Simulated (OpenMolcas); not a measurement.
Computed levels of 3d⁷ in ions with 25 electrons, in cm-1 above ⁴F_9/2.

```
Program             : OpenMolcas
Method              : CASSCF
Basis               : ANO-RCC-VTZP
Scalar Hamiltonian  : DKH2, point nucleus
Spin-orbit coupling : state interaction with AMFI integrals over the reference wave functions, term energies averaged over their components
```

Active space for each ion: 7 electrons in 5 orbitals (3d).

```json
{"Level": "⁴F_7/2", "Co2+": "853", "Cu4+": "1546"}
{"Level": "⁴F_5/2", "Co2+": "1482", "Cu4+": "2665"}
{"Level": "⁴F_3/2", "Co2+": "1915", "Cu4+": "3424"}
{"Level": "²G_9/2", "Co2+": "19013", "Cu4+": "25096"}
{"Level": "⁴P_5/2", "Co2+": "19076", "Cu4+": "24910"}
{"Level": "⁴P_3/2", "Co2+": "19369", "Cu4+": "25335"}
{"Level": "⁴P_1/2", "Co2+": "19765", "Cu4+": "26119"}
{"Level": "²G_7/2", "Co2+": "19830", "Cu4+": "26600"}
{"Level": "²P_3/2", "Co2+": "25179", "Cu4+": "33067"}
```

Question: Estimate ⁴F_3/2, ²G_9/2, ⁴P_5/2 for Ni3+ from its neighbours Co2+ and Cu4+.

Answer: ⁴F_3/2 is fine structure, which grows about as the fourth power of a screened charge, so the fourth roots are averaged: ((1915^0.25 + 3424^0.25) / 2)^4 = 2588. The calculation gives 2559, so the estimate is off by +1.1 %; the measured value is 2621 (Corliss and Sugar, J. Phys. Chem. Ref. Data 10, 197 (1981)).
²G_9/2 is another term, which grows about linearly with the charge: (19013 + 25096) / 2 = 22054. The calculation gives 22367, so the estimate is off by -1.4 %; the measured value is 19830 (Corliss and Sugar, J. Phys. Chem. Ref. Data 10, 197 (1981)).
⁴P_5/2 is another term, which grows about linearly with the charge: (19076 + 24910) / 2 = 21993. The calculation gives 22246, so the estimate is off by -1.1 %; the measured value is 18119 (Corliss and Sugar, J. Phys. Chem. Ref. Data 10, 197 (1981)).

Without dynamic correlation excited terms often stand tens of per cent too high (terms of higher spin than the ground term too low), and those without a measured partner can miss by more than the paired ones. Terms from blocks run as CI alone lack orbitals of their own. Some levels mix across a computed gap that differs much from the measured one, so their mixing is not that of the real levels (holds for Ni3+). Measured partners are found by configuration, term and J. A level has none where our copy of the source lacks it or the pairing is in doubt (some pairs that miss far off the trend of their configuration count as doubtful), and it then counts in no deviation. Only configurations of the active space appear.
